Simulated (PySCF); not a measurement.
Two-component Hartree-Fock for Ru (ruthenium, neutral)

Start: [Kr] 4d6 5s1 6s1; 4d3/2 filled at m_j = +3/2; 4d5/2 filled at m_j = -3/2, -1/2, +1/2, +3/2, +5/2; 5s1/2 filled at m_j = +1/2; 6s1/2 filled at m_j = +1/2. Calculated with PySCF 2.14 in x2c-SVPall-2c with one added diffuse shell each of s, p, d type (7s9p7d1f, 76 functions): generalised Hartree-Fock with the X2C-1e Hamiltonian and a Gaussian nucleus; one run each with spin-orbit coupling (SO) switched off, then screened by Boettger's factors. This is a chosen level, not necessarily the ground level.

```json
{"spinor shell": "1s1/2", "electrons": "2", "ε, spin-free (eV)": "-22239.2", "ε, screened SO (eV)": "-22237.9", "weight of nominal j (screened SO)": "1.000", "rms radius, screened SO (bohr)": "0.0384"}
{"spinor shell": "2s1/2", "electrons": "2", "ε, spin-free (eV)": "-3283.1", "ε, screened SO (eV)": "-3282.7", "weight of nominal j (screened SO)": "1.000", "rms radius, screened SO (bohr)": "0.158"}
{"spinor shell": "2p1/2", "electrons": "2", "ε, spin-free (eV)": "-2935.4", "ε, screened SO (eV)": "-3026.0", "weight of nominal j (screened SO)": "1.000", "rms radius, screened SO (bohr)": "0.137"}
{"spinor shell": "3s1/2", "electrons": "2", "ε, spin-free (eV)": "-618.95", "ε, screened SO (eV)": "-618.80", "weight of nominal j (screened SO)": "1.000", "rms radius, screened SO (bohr)": "0.428"}
{"spinor shell": "3p1/2", "electrons": "2", "ε, spin-free (eV)": "-501.39", "ε, screened SO (eV)": "-517.33", "weight of nominal j (screened SO)": "1.000", "rms radius, screened SO (bohr)": "0.425"}
{"spinor shell": "3p3/2", "electrons": "4", "ε, spin-free (eV)": "-501.39", "ε, screened SO (eV)": "-493.83", "weight of nominal j (screened SO)": "1.000", "rms radius, screened SO (bohr)": "0.436"}
{"spinor shell": "3d3/2", "electrons": "4", "ε, spin-free (eV)": "-312.36", "ε, screened SO (eV)": "-315.18", "weight of nominal j (screened SO)": "0.978", "rms radius, screened SO (bohr)": "0.417"}
{"spinor shell": "3d5/2", "electrons": "6", "ε, spin-free (eV)": "-312.36", "ε, screened SO (eV)": "-310.30", "weight of nominal j (screened SO)": "0.985", "rms radius, screened SO (bohr)": "0.420"}
{"spinor shell": "4s1/2", "electrons": "2", "ε, spin-free (eV)": "-101.63", "ε, screened SO (eV)": "-101.58", "weight of nominal j (screened SO)": "1.000", "rms radius, screened SO (bohr)": "1.09"}
{"spinor shell": "4p1/2", "electrons": "2", "ε, spin-free (eV)": "-65.967", "ε, screened SO (eV)": "-71.456", "weight of nominal j (screened SO)": "0.716", "rms radius, screened SO (bohr)": "1.20"}
{"spinor shell": "4p3/2", "electrons": "4", "ε, spin-free (eV)": "-65.967", "ε, screened SO (eV)": "-63.239", "weight of nominal j (screened SO)": "0.858", "rms radius, screened SO (bohr)": "1.21"}
{"spinor shell": "4d5/2", "electrons": "5", "ε, spin-free (eV)": "-18.963", "ε, screened SO (eV)": "-19.636", "weight of nominal j (screened SO)": "0.565", "rms radius, screened SO (bohr)": "1.68"}
{"spinor shell": "4d3/2", "electrons": "1", "ε, spin-free (eV)": "-18.963", "ε, screened SO (eV)": "-15.544", "weight of nominal j (screened SO)": "0.768", "rms radius, screened SO (bohr)": "1.73"}
{"spinor shell": "5s1/2", "electrons": "1", "ε, spin-free (eV)": "-11.411", "ε, screened SO (eV)": "-11.410", "weight of nominal j (screened SO)": "0.997", "rms radius, screened SO (bohr)": "3.23"}
{"spinor shell": "6s1/2", "electrons": "1", "ε, spin-free (eV)": "-2.316", "ε, screened SO (eV)": "-2.314", "weight of nominal j (screened SO)": "0.999", "rms radius, screened SO (bohr)": "9.27"}
```

Q: Where does 2p3/2 lie, and what is the 2p spin-orbit splitting (screened SO)?

A: At -2893.0 eV, 133.02 eV above 2p1/2.

```
   quantity    spin-free  screened SO
E (hartree)  -4527.10857  -4527.73198
        M_J            5            5
       ⟨J²⟩       30.009       30.014
       ⟨L²⟩        6.007        6.086
       ⟨S²⟩       12.002       11.946
```

Each row is a mean over spinors that exchange with the open shell spreads, by up to 9.094 eV (4p3/2).

Rows whose weight is well below 1 are mixtures of j = l ± 1/2: exchange outweighs spin-orbit coupling there, and the label is only the starting occupation.

Breit and QED terms are absent; they matter most for the inner s and p1/2 levels.

Densities and radii are taken from the X2C orbitals without a picture-change correction, which distorts them close to the nucleus.

Without spin-orbit coupling the j labels of p, d and f shells carry no meaning; the spin-free column gives the mean over the occupied spinors of each nl shell.
